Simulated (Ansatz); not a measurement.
Relaxation of BBrH5N (8 atoms, charge 0, multiplicity 1), to a largest force component of 0.03 eV/Å in at most 50 steps.

The calculation used RKS B3LYP-D4/def2-SVP (Ansatz 0.2.0).

```xyz
8
Properties=species:S:1:pos:R:3
B -0.120 -1.248 0.276
N -0.078 1.535 -0.303
H -0.827 -1.460 -0.671
H -0.495 -1.034 1.396
H 0.838 1.097 -0.378
Br 1.850 -1.500 0.012
H -0.439 1.471 0.645
H -0.729 1.139 -0.978
```

Question: Where does it end, and by what steps?

Answer: It converged. After 17 steps the energy has fallen by 1.345 eV; N2 moved furthest, 0.74 Å. Joined: B1–N2 (2.84 → 1.63 Å).

| step | energy less start (eV) | largest force component (eV/Å) | accepted |
| --- | --- | --- | --- |
| 0 | 0.0000 | 1.137 | yes |
| 1 | -0.0632 | 0.390 | yes |
| 2 | -0.0525 | 0.543 | no |
| 3 | -0.0801 | 0.346 | yes |
| 4 | -0.0878 | 0.378 | yes |
| 5 | -0.1166 | 0.703 | yes |
| 6 | -0.3843 | 1.794 | yes |
| 7 | -0.8971 | 1.287 | yes |
| 8 | -1.0314 | 3.794 | yes |
| 9 | -1.1275 | 1.716 | yes |
| 10 | -1.1888 | 1.375 | yes |
| 11 | -1.3025 | 0.209 | yes |
| 12 | -1.3376 | 0.088 | yes |
| 13 | -1.3162 | 0.501 | no |
| 14 | -1.3423 | 0.052 | yes |
| 15 | -1.3374 | 0.281 | no |
| 16 | -1.3447 | 0.055 | yes |
| 17 | -1.3454 | 0.004 | yes |

```xyz
8
Properties=species:S:1:pos:R:3
B -0.139 -0.792 0.123
N -0.094 0.811 -0.161
H -0.528 -1.316 -0.899
H -0.834 -0.953 1.103
H 0.539 1.016 -0.941
Br 1.812 -1.254 0.505
H 0.267 1.309 0.658
H -1.022 1.180 -0.387
```

Whether the end is a true minimum wasn't checked by a vibrational analysis.

Run time: 24 s on 2 threads of Intel(R) Xeon(R) Platinum 8488C (Sapphire Rapids), with other jobs on the host, peak memory 0.19 GiB.
